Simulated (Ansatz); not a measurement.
Start from `C=C([SiH3])SC` and change one atom or group to get `C=C([SiH3])[SiH2]O`.

Ansatz, PBE0-D4/def2-TZVP geometries, multiplicity 1. Each molecule was computed in one conformer, which needn't be the lowest.

```csv
property,`C=C([SiH3])SC`
LUMO energy (B3LYP/def2-TZVPP) / eV,-0.72
LUMO energy (PBE0/def2-TZVPP) / eV,-0.52
HOMO–LUMO gap (B3LYP/def2-TZVPP) / eV,5.33
HOMO energy (ωB97M-V/def2-TZVPP) / eV,-8.37
HOMO–LUMO gap (PBE0/def2-TZVPP) / eV,5.74
size of the dipole moment (B3LYP/def2-TZVPP) / D,0.97
```

Task: Give the same properties after the change, and the shifts. (An estimate is asked.)

Result: Computed: 
```json
{"property": "LUMO energy (B3LYP/def2-TZVPP) / eV", "`C=C([SiH3])[SiH2]O`": "-1.09", "shift": "-0.37"}
{"property": "LUMO energy (PBE0/def2-TZVPP) / eV", "`C=C([SiH3])[SiH2]O`": "-0.89", "shift": "-0.37"}
{"property": "HOMO–LUMO gap (B3LYP/def2-TZVPP) / eV", "`C=C([SiH3])[SiH2]O`": "6.77", "shift": "1.44"}
{"property": "HOMO energy (ωB97M-V/def2-TZVPP) / eV", "`C=C([SiH3])[SiH2]O`": "-10.28", "shift": "-1.91"}
{"property": "HOMO–LUMO gap (PBE0/def2-TZVPP) / eV", "`C=C([SiH3])[SiH2]O`": "7.19", "shift": "1.45"}
{"property": "size of the dipole moment (B3LYP/def2-TZVPP) / D", "`C=C([SiH3])[SiH2]O`": "1.56", "shift": "0.59"}
```

With PBE0 the HOMO falls by 1.82 eV and the LUMO falls by 0.37 eV, so the gap widens by about 1.45 eV. PBE moves the HOMO by -1.67 eV and ωB97M-V by -1.91 eV. Dipoles are sizes alone; their direction can turn.

B3LYP here is the variant with VWN-RPA as its local correlation; programs differ in this.
